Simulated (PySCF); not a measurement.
Delta-SCF ions had no search for a lower state. 

Cartesian coordinates (Å):
SMILES: [H]/[C-]=C\C#N
```xyz
6

C     -1.3118     0.5592    -0.3126
C     -0.3532    -0.4062    -0.2724
C      0.9913    -0.2020     0.1604
N      2.0825    -0.0182     0.5160
H     -0.8528     1.5050     0.0467
H     -0.5560    -1.4378    -0.5794
```
Charge -1, spin multiplicity 1.

**Question.** Predict the vertical detachment energy (Delta-SCF), HOMO and total energy from PBE0-D4/def2-TZVPD run with PySCF 2.14.0.

**Answer.** 
```yaml
vertical detachment energy (Delta-SCF): 2.30 eV
HOMO: -0.37 eV
total_energy: -4627.73 eV
```
